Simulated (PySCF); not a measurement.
**Benzyldiethylphosphine oxide (C11H17OP): Computed beside measured shifts**

System: Benzyldiethylphosphine oxide (C11H17OP), SMILES CCP(=O)(CC)Cc1ccccc1.

Atom-mapped SMILES (hydrogens are numbered by the atom that bears them): [CH3:1][CH2:2][P:3](=[O:4])([CH2:5][CH3:6])[CH2:7][c:8]1[cH:9][cH:10][cH:11][cH:12][cH:13]1

Method: GIAO PBE0/pcSseg-2, gas phase, PySCF SCF with an in-house response code, fitting set def2-universal-JFIT up to Ne and JKFIT beyond, grid level 2, non-relativistic, on the PBE0-D3(BJ)/def2-SVP geometry.

One optimised conformer. Values are averaged over the atoms that symmetry or fast rotation interchanges, on this one geometry and without vibrational averaging. Shifts are the reference shielding less the shielding here, at the same level (13C, 1H against isolated TMS; 17O against isolated H2O; 31P against isolated H3PO4); nuclei without a reference have shieldings only.

(1) What shifts does this level give for P3, and how do they compare with measurement?

Answers

(1) 
| atom | nucleus | computed / ppm | measured / ppm | computed less measured | measured against | medium of the measurement |
| --- | --- | --- | --- | --- | --- | --- |
| P3 | 31P | 25.4 | 49.2 | -23.8 | 85 % H3PO4 | CDCl3 |

Computed 19F and 31P shifts carry an offset from the reference molecule (CFCl3 is hard for DFT, lone H3PO4 or PH3 isn't the 85 % acid), so differences between compounds are more accurate than the values.

Measured values: supporting information or article, doi 10.1039/c2cc33908k.
